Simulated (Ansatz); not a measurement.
Two isomers of BH6NO2Si: A = `N[SiH2]B(O)O`, B = `NB(O)O[SiH3]`.

Isolated molecules relaxed with PBE0-D4/def2-TZVP in Ansatz; ΔE leaves out vibrations. CCSD(T)/CBS is the MP2 limit (def2-TZVPP, def2-QZVPP) plus CCSD(T) − MP2 in def2-TZVPP, frozen cores. Functionals use def2-TZVPP. Each species was taken in one conformer, which may not be the lowest.

Q: Which is lower in electronic energy at CCSD(T)/CBS, and by how much? (Best estimate.)

A: Computed: B, by 161.7 kJ/mol.

Q: Give E(B) − E(A) in kJ/mol with HF/def2-TZVPP, PBE-D4, PBE0-D4, CCSD(T)/def2-TZVPP, r2SCAN-D4, B2PLYP, CCSD/def2-TZVPP. (An estimate is asked.)

A: Computed: HF/def2-TZVPP -198.4, PBE-D4 -136.7, PBE0-D4 -149.5, CCSD(T)/def2-TZVPP -161.6, r2SCAN-D4 -158.1, B2PLYP -165.9, CCSD/def2-TZVPP -167.3. None reverses the order clearly.

Q: Does the order hold for the free energy at 298.15 K (harmonic terms from PBE0-D4)? (An estimate is asked.)

A: Computed: Yes: G(B) − G(A) = -167.8 kJ/mol, for one conformer each.

Largest T1 diagnostic: 0.013.

From BLYP to BHLYP (50 % exact exchange), in def2-TZVPP and without D4, E(B) − E(A) moves by −24.8 kJ/mol. In def2-TZVPP, CCSD(T) changes the Hartree–Fock value by +36.8 kJ/mol (the triples alone add +5.7 kJ/mol) and MP2 by +32.5 kJ/mol.
